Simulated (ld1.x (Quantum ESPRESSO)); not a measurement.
Values are calculated unless marked as measured or tabulated.
**Potentials for B (Z = 5) compared**

Generated with ld1.x 7.5 (TM, RRKJ, ultrasoft, PAW), atompaw 4.2 or ONCVPSP 4.0.1. The cutoff is in Ry: for ld1.x and atompaw files where the sum of valence levels is converged to 10 mRy in a Bessel basis, for ONCV files where the hardest occupied wave has 1 mHa per electron of residual kinetic energy. The error is the largest all-electron minus pseudo excitation energy over each file’s own four to seven test configurations (ionisations up to +4, promotions, holes and added fractions of an electron), all of which were solved. The labels leave out finer settings (local radius, basis sizes, second energies), which also bear on the numbers. Spin-polarised tests are not counted. The rows are a selection from randomly drawn settings: files with unsolved tests, undetermined cutoffs or missed reference levels are left out.

| potential | cutoff (Ry) | largest error (meV) | bound ghosts |
| --- | --- | --- | --- |
| RRKJ, PBE, scalar-relativistic, rc 1.40/2.70/2.40 (spd), local s, core correction yes, reference 2s1.5 2p1.5 | 18 | +323 | none |
| TM, PBE, non-relativistic, rc 1.00/2.00 (sp), local p, core correction no, reference 2s2 2p1 | 55 | +111 | none |
| RRKJ, PBE, scalar-relativistic, rc 1.35/3.15/3.00 (spd), local p, core correction yes, reference 2s2 2p0.5 | 30 | +192 | none |
| ultrasoft, PBEsol, scalar-relativistic, rc 1.10/1.60 (sp), local smoothed, core correction yes, reference 2s1 2p0 | 21 | +25 | none |

Q: Fill in the row for B: TM, LDA (PZ), non-relativistic, rc 1.35/2.05 (sp), local s, core correction yes, reference 2s1.75 2p1.25.

A: cutoff 25 Ry, largest error +139 meV, bound ghosts: none.

Q: Fill in the row for B: TM, PBEsol, scalar-relativistic, rc 1.55/2.35/2.25 (spd), local smoothed, core correction no, reference 2s1.75 2p1.25.

A: cutoff 18 Ry, largest error +163 meV, bound ghosts: none.

Q: Fill in the row for B: TM, PBE, scalar-relativistic, rc 1.30/2.95 (sp), local s, core correction yes, reference 2s1 2p0.

A: cutoff 21 Ry, largest error +678 meV, bound ghosts: none.
